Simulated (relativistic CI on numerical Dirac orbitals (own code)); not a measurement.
Computed by Dirac-Coulomb-Breit CI, KLI orbitals optimised for each configuration, a model potential for QED, unscaled Slater integrals (own radial code, finite nucleus).

The strongest absorption lines from the ground level of an ion, among the configurations computed and to levels below about 311 eV (vacuum wavelength in nm, gf): 4.0249 (0.89), 8.9178 (2.4), 9.0109 (7.5), 9.2371 (2.1), 9.2528 (2.2), 11.322 (0.87), 11.437 (0.55), 11.872 (0.3).

Q: Which ion is it?
A. Nd²⁵⁺
B. Ce²³⁺
C. Ce²¹⁺
D. Xe¹⁹⁺

A: B. Ce²³⁺ has 35 electrons and the ground level 4s2.4p5 2P°_3/2; the strongest line goes to 4s2.4p4.4d 2D_5/2. The pattern of lines fixes the number of electrons, and along that sequence the line energies rise steadily with the charge (about as its square where n changes within one kind of shell, about linearly where n is kept but much faster in heavy ions where fine structure, which grows about as Z⁴, sets the gap, and irregularly where shells cross), which fixes Z. Configurations outside the model, such as inner-shell arrays, can give stronger lines. At this charge energies of transitions that change n are usually good to better than 1 %, and those within a shell (Δn = 0) to a few per cent.

LS names give the leading component of a level, which can be under half, so a name can repeat, a term be missing and a line seem to break the LS rules.
